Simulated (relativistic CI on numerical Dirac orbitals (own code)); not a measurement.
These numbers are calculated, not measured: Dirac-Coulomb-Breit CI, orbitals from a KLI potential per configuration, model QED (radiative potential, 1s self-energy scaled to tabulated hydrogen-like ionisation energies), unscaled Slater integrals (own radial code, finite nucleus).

Configuration list (outside the closed core 1s2): 2s2 2p5, 2s 2p6, 2p6 3s, 2p6 3p, 2p6 3d, 2s2 2p4 3s, 2s2 2p4 3p, 2s2 2p4 3d, 2s 2p5 3s, 2s 2p5 3p, 2s 2p5 3d, 2s2 2p4 4s, 2s2 2p4 4p, 2s2 2p4 4d, 2s2 2p4 4f, 2s 2p5 4s, 2s 2p5 4p, 2s 2p5 4d, 2s 2p5 4f, 2s2 2p3 3s2, 2s2 2p4 5s, 2s2 2p4 5p, 2s2 2p3 3s 3p, 2s2 2p4 5d, 2s2 2p4 5f, 2s2 2p4 5g, 2s2 2p3 3p2, 2s2 2p3 3s 3d, 2s2 2p3 3p 3d, 2s 2p4 3s2, 2s2 2p3 3d2, 2s 2p4 3s 3p, 2s 2p5 5s, 2s 2p4 3p2, 2s 2p5 5p, 2s 2p4 3s 3d. Levels of other configurations are missing.

At this charge energies of transitions that change n are usually good to better than 1 %, and those within a shell (Δn = 0) to a few per cent.

Outline of the computed level scheme of Zr XXXII. Lowest level of each configuration: 2s2 2p5 2P°_3/2 at 0.00 eV; 2s 2p6 2S_1/2 at 296.46 eV; 2s2 2p4 3s 4P_5/2 at 2198.30 eV; 2s2 2p4 3p 4P°_3/2 at 2255.06 eV; 2s2 2p4 3d 4D_3/2 at 2347.71 eV.

Some strong electric-dipole decays among the lowest 45 levels: 2s2 2p4 3d 2D_5/2 → 2s2 2p5 2P°_3/2 (7.2e+13 s⁻¹); 2s2 2p4 3d 2D_5/2 → 2s2 2p5 2P°_3/2 (6.3e+13 s⁻¹); 2s2 2p4 3d 2P_1/2 → 2s2 2p5 2P°_3/2 (5.1e+13 s⁻¹); 2s2 2p4 3d 2D_3/2 → 2s2 2p5 2P°_3/2 (5.1e+13 s⁻¹); 2s2 2p4 3d 2D_3/2 → 2s2 2p5 2P°_3/2 (4.6e+13 s⁻¹); 2s2 2p4 3d 4F_5/2 → 2s2 2p5 2P°_3/2 (3.7e+13 s⁻¹); 2s2 2p4 3s 2P_3/2 → 2s2 2p5 2P°_3/2 (1.4e+13 s⁻¹); 2s2 2p4 3s 2S_1/2 → 2s2 2p5 2P°_1/2 (1.0e+13 s⁻¹).

LS names give the leading component of a level, which can be under half, so a name can repeat, a term be missing and a line seem to break the LS rules.
